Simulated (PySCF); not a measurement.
Isomers of C6H12SSi2, from PySCF 2.14.0, PBE0-D3(BJ)/def2-SVP geometry optimisation, gas phase. One conformer each, no zero-point energy, no frequencies.

Task: Which isomer lies lower at this level?
A. `[SiH3:1][CH2:2][CH2:3][SiH2:4][c:5]1[cH:6][cH:7][cH:8][s:9]1` with Si1–C2–C3–Si4 180°, C2–C3–Si4–C5 179°, C3–Si4–C5–C6 106°: A = 2556, B = 357.1, C = 343.4 MHz, dipole 0.97 D
B. `[CH3:1][CH2:2][Si@H:3]([SiH3:4])[c:5]1[cH:6][cH:7][cH:8][s:9]1` with C1–C2–Si3–Si4 177°, C2–Si3–C5–C6 -137°: A = 1255, B = 704.3, C = 561.6 MHz, dipole 1.01 D

Result: B. That is `CC[Si@H]([SiH3])c1cccs1`, 5.7 kcal/mol below the other.

| SMILES | mapped SMILES | E (Eh) | relative (kcal/mol) | relative (kJ/mol) | dipole (D) |
| --- | --- | --- | --- | --- | --- |
| CC[Si@H]([SiH3])c1cccs1 | [CH3:1][CH2:2][Si@H:3]([SiH3:4])[c:5]1[cH:6][cH:7][cH:8][s:9]1 | -1211.91792 | 0.0 | 0.0 | 1.01 |
| [SiH3]CC[SiH2]c1cccs1 | [SiH3:1][CH2:2][CH2:3][SiH2:4][c:5]1[cH:6][cH:7][cH:8][s:9]1 | -1211.90883 | 5.7 | 23.9 | 0.97 |

As drawn, the lower has an Si–Si bond, which the higher lacks.
